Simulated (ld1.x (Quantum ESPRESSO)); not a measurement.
Which change was made? (N, RRKJ)

* Element: nitrogen (N)
* Generator: ld1.x (Quantum ESPRESSO) 7.5
* Type: norm-conserving RRKJ (Kleinman–Bylander form)
* Functional: LDA (PZ)
* Relativity: non-relativistic
* Frozen core: [He]
* Valence charge: 5
* Reference configuration: 2s2 2p2 (charge +1)
* Partial waves: 2p (bound): rc 2.10 bohr; 2s (bound): rc 0.65 bohr
* Local potential: the s channel
* Core correction: a·sin(br)/r model core, default radius (core density twice the valence density)

Cutoffs, loose and tight: the cutoffs (Ry, on a coarse ladder) from which the occupation-weighted sum of valence levels, in a spherical-Bessel basis at the reference potential, stays within 10 and 1 mRy of its value at 400 Ry. They do not see the model core or the augmentation charge, which bear on the density cutoff. Test errors are all-electron minus pseudo excitation energies from the reference, over the configurations 2s2 2p3; 2s2 2p1; 2s2 2p0; 2s1 2p3; 2s1 2p0; 2s0 2p5; 2s2 2p2.5 (two spin-polarised tests are not counted in the largest error); variants that change the core or the reference have their own tests.

The base gives: outcome: generated; cutoff, loose: 180 Ry; cutoff, tight: over 300 Ry; bound ghosts: none; largest test error (meV): +3135.

Task: After one change the result is: outcome: generated; cutoff, loose: 230 Ry; cutoff, tight: over 300 Ry; bound ghosts: none; largest test error (meV): +2225. Which change was it?
A. all radii but the core radius scaled by about 0.92 (s 0.60, p 1.92 bohr)
B. all radii but the core radius scaled by about 1.23 (s 0.80, p 2.58 bohr)
C. all radii but the core radius scaled by about 0.73 (s 0.48, p 1.54 bohr)

Result: A. The others give: all radii but the core radius scaled by about 0.73 (s 0.48, p 1.54 bohr) → outcome: generated; bound ghosts: not determined; largest test error (meV): +1285 | all radii but the core radius scaled by about 1.23 (s 0.80, p 2.58 bohr) → outcome: generated; cutoff, loose: 55 Ry; cutoff, tight: 140 Ry; bound ghosts: none; largest test error (meV): +5940.
